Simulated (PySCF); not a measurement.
## Levels of Ar(5+) from EOM-EA-GCCSD

Reference: closed-shell Ar(6+), [Ne] 3s2; one electron is added. Calculated with PySCF 2.14, two-component X2C-1e with screened spin-orbit coupling, an even-tempered Gaussian basis (20 s from 0.071 bohr⁻², ratio 2.6; 13 p from 0.093 bohr⁻², ratio 2.6; 8 d from 0.095 bohr⁻², ratio 2.8; 4 f from 2.3 bohr⁻², ratio 2.8); frozen 1s2; the 46 highest virtual spinors dropped; of the others 48 kept and the rest restored at second order. No Breit or QED terms. Binding energies in eV.

| level | Koopmans | second order | EOM-CCSD |
| --- | --- | --- | --- |
| 3p1/2 | 90.127 | 91.325 | 91.267 |
| 3p3/2 | 89.835 | 91.030 | 90.979 |
| 3d3/2 | 64.301 | 68.068 | 63.365 |
| 4s1/2 | 48.083 | 48.814 | 48.866 |

Electric-dipole lines between these computed levels:

| lower | upper | ΔE (eV) | vacuum wavelength (nm) |
| --- | --- | --- | --- |
| 3p1/2 | 3d3/2 | 27.902 | 44.44 |
| 3p1/2 | 4s1/2 | 42.401 | 29.24 |
| 3p3/2 | 3d3/2 | 27.614 | 44.90 |
| 3p3/2 | 4s1/2 | 42.113 | 29.44 |

In EOM-CCSD the overlap with the one-orbital guess is low for 3d3/2 (weight 0.79). That can mean mixing with two-particle, one-hole states, where second order and EOM-CCSD lose accuracy, or only a rotation among the degenerate components of the shell; the terms of those configurations are not listed.

For comparison, the ionisation energy of Ar(5+) is 91.29 ± 0.01 eV (measured; NIST Atomic Spectra Database, ionization energies).

Only part of the computed levels is shown.

The screened spin-orbit operator tends to give fine-structure splittings of light species too large.

The highest levels are limited by the diffuse functions of the basis.
